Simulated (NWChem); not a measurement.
System: B2F3, doublet; SMILES FB(F)[B]F

The following NWChem deck was run.

```
start job
memory heap 200 mb stack 900 mb global 1100 mb
geometry units angstroms noautoz
  F     -0.216169    -2.217790     0.000000
  B      0.372986    -1.065347     0.000000
  B     -0.007600     0.566425     0.000000
  F     -0.057598     1.251316     1.131537
  F     -0.057598     1.251316    -1.131537
end
basis spherical
  * library def2-tzvpd
end
dft
  odft
  mult 2
  xc pbe0
  iterations 150
  semidirect filesize 400000000
  mulliken
end
task dft gradient
```

Parts of the log:

```
             Northwest Computational Chemistry Package (NWChem) 7.3.0
             --------------------------------------------------------

 CS  symmetry detected

                             Geometry "geometry" -> ""
                             -------------------------

 Output coordinates in angstroms (scale by  1.889725989 to convert to a.u.)

  No.       Tag          Charge          X              Y              Z
 ---- ---------------- ---------- -------------- -------------- --------------
    1 F                    9.0000    -0.15900157     2.22166297     0.00000000
    2 B                    5.0000     0.41665091     1.06241636     0.00000000
    3 B                    5.0000     0.01702925    -0.56479847     0.00000000
    4 F                    9.0000    -0.04096593    -1.24905868     1.13153700
    5 F                    9.0000    -0.04096593    -1.24905868    -1.13153700

 Effective nuclear repulsion energy (a.u.)     131.4359328371

      Symmetry information
      --------------------

 Group name             Cs
 Group number              2
 Group order               2
 No. of unique centers     4

                                 NWChem DFT Module
                                 -----------------

 Summary of "ao basis" -> "ao basis" (spherical)
 ------------------------------------------------------------------------------
       Tag                 Description            Shells   Functions and Types
 ---------------- ------------------------------  ------  ---------------------
 F                         def2-tzvpd               14       40   6s4p3d1f
 B                         def2-tzvpd               13       37   6s3p3d1f

      Symmetry analysis of basis
      --------------------------

        a'        117
        a"         77

            General Information
            -------------------
          SCF calculation type: DFT
          Wavefunction type:  spin polarized.
          No. of atoms     :     5
          No. of electrons :    37
           Alpha electrons :    19
            Beta electrons :    18
          Charge           :     0
          Spin multiplicity:     2
          Use of symmetry is: on ; symmetry adaption is: on
          Maximum number of iterations: 150
          AO basis - number of functions:   194
                     number of shells:    68
          Convergence on energy requested:  1.00D-06
          Convergence on density requested:  1.00D-05
          Convergence on gradient requested:  5.00D-04

              XC Information
              --------------
                         PBE0 Method XC Functional
                     Hartree-Fock (Exact) Exchange  0.250
          PerdewBurkeErnzerhof Exchange Functional  0.750
            Perdew 1991 LDA Correlation Functional  1.000 local
           PerdewBurkeErnz. Correlation Functional  1.000 non-local

             Grid Information
             ----------------
          Grid used for XC integration:  medium
          Radial quadrature: Mura-Knowles
          Angular quadrature: Lebedev.
          Tag              B.-S. Rad. Rad. Pts. Rad. Cut. Ang. Pts.
          ---              ---------- --------- --------- ---------
          F                   0.50       49          12.0       434
          B                   0.85       49          12.0       434
          Grid pruning is: on
          Number of quadrature shells:   196
          Spatial weights used:  Erf1

      Superposition of Atomic Density Guess
      -------------------------------------

 Sum of atomic energies:        -347.32420648

      Non-variational initial energy
      ------------------------------

 Total energy =    -348.487360
 1-e energy   =    -743.121608
 2-e energy   =     263.198316
 HOMO         =      -0.080992
 LUMO         =       0.001439

   Symmetry analysis of molecular orbitals - initial alpha
   -------------------------------------------------------

  Numbering of irreducible representations:

     1 a'          2 a"

  Orbital symmetries:

     1 a'          2 a'          3 a"          4 a'          5 a'
     6 a'          7 a'          8 a"          9 a'         10 a'
    11 a"         12 a'         13 a'         14 a"         15 a'
    16 a"         17 a"         18 a'         19 a'         20 a"
    21 a'         22 a'         23 a'         24 a"         25 a'
    26 a'         27 a'         28 a'         29 a"

   Symmetry analysis of molecular orbitals - initial beta
   ------------------------------------------------------

  Numbering of irreducible representations:

     1 a'          2 a"

  Orbital symmetries:

     1 a'          2 a'          3 a"          4 a'          5 a'
     6 a'          7 a'          8 a"          9 a'         10 a'
    11 a"         12 a'         13 a'         14 a"         15 a'
    16 a"         17 a"         18 a'         19 a'         20 a"
    21 a'         22 a'         23 a'         24 a"         25 a'
    26 a'         27 a'         28 a'         29 a"

------------------------------------------------------------
EAF file 0: "./job.aoints.0" size=465043456 bytes
------------------------------------------------------------
               write      read    awrite     aread      wait
               -----      ----    ------     -----      ----
     calls:      887         0         0         0         0
   data(b): 4.65e+08  0.00e+00  0.00e+00  0.00e+00
   time(s): 0.00e+00  0.00e+00  0.00e+00  0.00e+00  0.00e+00
rate(mb/s): 0.00e+00  0.00e+00
------------------------------------------------------------

     ---------------------------------------------
      Total Density - Mulliken Population Analysis
     ---------------------------------------------

    Atom       Charge   Shell Charges
 -----------   ------   -------------------------------------------------------
    1 F    9     9.38   0.77  1.20  0.61  1.00  0.29 -0.01  2.34  2.30  0.82  0.03  0.00  0.01  0.01  0.00
    2 B    5     4.62   0.92  1.06  0.56  0.56  0.29  0.06  0.55  0.44  0.08  0.05  0.02  0.01  0.02
    3 B    5     4.19   0.91  1.07  0.50  0.43  0.07 -0.01  0.65  0.41 -0.05  0.09  0.07  0.01  0.04
    4 F    9     9.40   0.77  1.20  0.61  1.00  0.30 -0.02  2.36  2.32  0.83  0.02  0.00  0.01  0.00  0.00
    5 F    9     9.40   0.77  1.20  0.61  1.00  0.30 -0.02  2.36  2.32  0.83  0.02  0.00  0.01  0.00  0.00

     --------------------------------------------
      Spin Density - Mulliken Population Analysis
     --------------------------------------------

    Atom       Charge   Shell Charges
 -----------   ------   -------------------------------------------------------
    1 F    9     0.06   0.00 -0.00  0.00  0.00 -0.00  0.02  0.03  0.01 -0.02  0.01  0.00  0.00  0.01  0.00
    2 B    5     0.64   0.00 -0.00  0.02  0.05  0.04  0.06  0.15  0.21  0.08  0.00  0.01  0.00  0.00
    3 B    5     0.26   0.00 -0.00  0.03  0.02  0.01 -0.00  0.07  0.09  0.03  0.00  0.01  0.01  0.00
    4 F    9     0.02   0.00 -0.00  0.00  0.00 -0.00  0.01  0.01  0.01 -0.01 -0.00  0.00  0.00  0.00  0.00
    5 F    9     0.02   0.00 -0.00  0.00  0.00 -0.00  0.01  0.01  0.01 -0.01 -0.00  0.00  0.00  0.00  0.00

   convergence    iter        energy       DeltaE   RMS-Dens  Diis-err
 ---------------- ----- ----------------- --------- --------- ---------
 d= 0,ls=0.0,diis     1   -348.9798005725 -4.80D+02  3.80D-03  3.14D-01
                                                     2.91D-03  3.03D-01
 d= 0,ls=0.0,diis     2   -348.8991074401  8.07D-02  1.54D-03  6.61D-01
                                                     1.52D-03  6.56D-01
 d= 0,ls=0.0,diis     3   -349.1134320413 -2.14D-01  4.87D-04  9.57D-03
                                                     3.99D-04  9.49D-03
 d= 0,ls=0.0,diis     4   -349.1156685905 -2.24D-03  1.75D-04  2.06D-03
                                                     1.18D-04  2.06D-03
 d= 0,ls=0.0,diis     5   -349.1162409048 -5.72D-04  5.27D-05  3.87D-04
                                                     4.11D-05  3.70D-04
  Resetting Diis
 d= 0,ls=0.0,diis     6   -349.1163663012 -1.25D-04  4.54D-05  6.06D-06
                                                     2.49D-05  6.70D-06
 d= 0,ls=0.0,diis     7   -349.1163770755 -1.08D-05  8.37D-06  3.52D-07
                                                     8.38D-06  8.99D-07
 d= 0,ls=0.0,diis     8   -349.1163777283 -6.53D-07  3.39D-06  5.57D-07
                                                     2.36D-06  3.86D-07

         Total DFT energy =     -349.116377728349
      One electron energy =     -745.132437182840
           Coulomb energy =      303.807215264631
    Exchange-Corr. energy =      -39.227088647274
 Nuclear repulsion energy =      131.435932837134

 Numeric. integr. density =       36.999997674523

                  Occupations of the irreducible representations
                  ----------------------------------------------

                     irrep           alpha         beta
                     --------     --------     --------
                     a'               13.0         12.0
                     a"                6.0          6.0

                    DFT Final Alpha Molecular Orbital Analysis
                    ------------------------------------------

[...]

                         DFT ENERGY GRADIENTS

    atom               coordinates                        gradient
                 x          y          z           x          y          z
   1 F      -0.300469   4.198334   0.000000   -0.001923   0.002856   0.000000
   2 B       0.787356   2.007676   0.000000    0.002564  -0.001017   0.000000
   3 B       0.032181  -1.067314   0.000000   -0.000191  -0.001424   0.000000
   4 F      -0.077414  -2.360379   2.138295   -0.000225  -0.000208  -0.000347
   5 F      -0.077414  -2.360379  -2.138295   -0.000225  -0.000208   0.000347
```

Level: PBE0/def2-TZVPD, spin-unrestricted. In the optimisation the excess spin sits in a' (Cs, its own frame). Coordinates come from a PBE0/def2-SVP, spin-unrestricted optimisation. No stability test was run on the SCF state.
